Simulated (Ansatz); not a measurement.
BrF2HHfO (`[OH][Hf]([F])([F])[Br]`), relaxed with RKS PBE0-D4/def2-TZVP in Ansatz 0.2.0 from a PBE-D4/def2-SVP geometry. The force threshold is 0.005 eV/Å; the program also tests the step.

Charge 0, multiplicity 1. Hf takes the def2 core potential.

Start:

```xyz
6

O     0.584   -0.959    0.950
Hf   -0.214    0.334   -0.206
F    -2.115    0.320    0.042
F     0.438    2.078    0.246
Br    0.339   -0.189   -2.610
H     0.969   -1.583    1.578
```

| step | energy (eV) | largest force (eV/Å) | largest move (Å) |
| --- | --- | --- | --- |
| 1 | -78846.6855 | 0.513 | 0.000 |
| 2 | -78846.7042 | 0.223 | 0.028 |
| 3 | -78846.7065 | 0.016 | 0.014 |
| 4 | -78846.7065 | 0.006 | 0.003 |
| 5 | -78846.7065 | 0.005 | 0.004 |
| 6 | -78846.7066 | 0.001 | 0.006 |

End:

```xyz
6

O     0.576   -0.946    0.952
Hf   -0.212    0.330   -0.202
F    -2.094    0.319    0.044
F     0.430    2.060    0.245
Br    0.338   -0.191   -2.595
H     0.961   -1.573    1.556
```

Run time 27 s (4 threads of a server CPU on a shared host); peak host memory 0.51 GiB.
